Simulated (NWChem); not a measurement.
# C₂H₄NO, doublet; SMILES C([N]C)=O

```xyz
8

C      0.4371     1.4140     0.0502
N     -0.6623     0.5259    -0.1427
C     -0.5238    -0.8061     0.0999
O      0.5612    -1.3834    -0.0615
H      0.7741     1.8285    -0.9278
H      0.0662     2.3010     0.6160
H      1.3032     0.9609     0.5805
H     -1.4770    -1.3520     0.3222
```
Atoms are numbered in this order, from 1.

Computed with NWChem. Spin-unrestricted. Spin-contaminated determinants: UHF/def2-TZVP (<S²> = 0.93). Medium grid unless said otherwise, to which SCAN and Minnesota functionals are sensitive. Geometry: optimised at PBE-D3(BJ)/def2-SVP, spin-unrestricted. No stability test was run on the SCF state. B3LYP is NWChem's, with the RPA form of VWN correlation. Total energies of different functionals are on different scales.

```tsv
level	energy (Ha)	highest occupied level (eV)	lowest empty minus highest occupied level, either spin (eV)	dipole (D)	<S²>
B3LYP/def2-TZVP	-208.6110	-7.57	3.21	2.15	0.764
PBE/def2-TZVP	-208.3653	-6.24	0.98	2.08	0.756
MN15/def2-TZVP	-208.3611	-8.70	5.30	2.16	0.764
LC-wPBE (HJS exchange hole, range parameter 0.4 per bohr)/def2-TZVP	-208.4484	-10.63	9.09	2.18	0.770
BLYP/def2-TZVP	-208.5540	(withheld)	0.99	2.08	0.756
TPSSh/def2-TZVP	-208.6159	-6.94	2.44	2.11	0.764
M06-2X/def2-TZVP	-208.5080	-9.32	6.35	2.21	0.767
UHF/def2-TZVP	-207.4063	-11.51	12.96	1.68	0.928
```

Question: Fill in the missing entries.

Answer: 
- BLYP/def2-TZVP, highest occupied level (eV): -6.17
